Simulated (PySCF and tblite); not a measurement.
The numbers below are computed, except where a source is named.
C₄H₇F₃S, numbered as in [CH3:1][S:2][C:3]([F:4])([F:5])[CH2:6][CH2:7][F:8].

Conformers came from 150 starts (ETKDG, MMFF94s, GFN2-xTB); geometries are GFN2-xTB. Energies: PBE0-D3(BJ)/pcSseg-1, with GFN2-xTB thermal terms (modes under about 100 cm⁻¹ blended into free rotors). Symmetry numbers and mirror images are counted. Conformers within 3 kcal/mol (GFN2-xTB free energy) were kept, 10 at most. Run with PySCF (density fitting) and tblite.

Rotational constants are equilibrium values for the commonest isotopes; dipoles come from the energy level named.

Torsions listed: C1–S2–C3–F4, S2–C3–C6–C7, C3–C6–C7–F8. Of a mirror pair one member is shown.

```csv
conformer,shape,symmetry
1,"-56°, -63°, -179°",C1 (pair)
2,"-56°, -64°, 81°",C1 (pair)
3,"-57°, 180°, 180°",Cs
4,"-60°, 178°, 79°",C1 (pair)
5,"-59°, -58°, -72°",C1 (pair)
6,"-176°, 51°, -90°",C1 (pair)
```

Not shown: 2 more, 2.6 % in all.

Problem. Give the rotational constants and dipole components, as needed to look for these species in a jet-cooled rotational spectrum.

Solution. 
| conformer | A (MHz) | B (MHz) | C (MHz) | abs μa (D) | abs μb (D) | abs μc (D) | κ | Ic−Ia−Ib (u Å²) |
| --- | --- | --- | --- | --- | --- | --- | --- | --- |
| 1 | 2890 | 981 | 871 | 1.67 | 0.40 | 0.34 | -0.89 | -109.5 |
| 2 | 2388 | 1283 | 1018 | 0.10 | 1.17 | 0.25 | -0.61 | -109.2 |
| 3 | 3802 | 852 | 804 | 1.66 | 0.43 | 0.00 | -0.97 | -97.2 |
| 4 | 3577 | 947 | 920 | 0.80 | 1.30 | 1.02 | -0.98 | -125.5 |
| 5 | 2601 | 1142 | 1038 | 0.57 | 0.46 | 1.67 | -0.87 | -149.7 |
| 6 | 1915 | 1517 | 1119 | 1.44 | 0.41 | 1.64 | 0.00 | -145.3 |

Problem. Which type of transition is strongest for conformer 1?

Solution. a-type, since that component is clearly the largest; the top is near-prolate.


Conformer gaps in pcSseg-1 on xTB geometries can be 2 kcal/mol off for S=O, P=O and other polar bonds.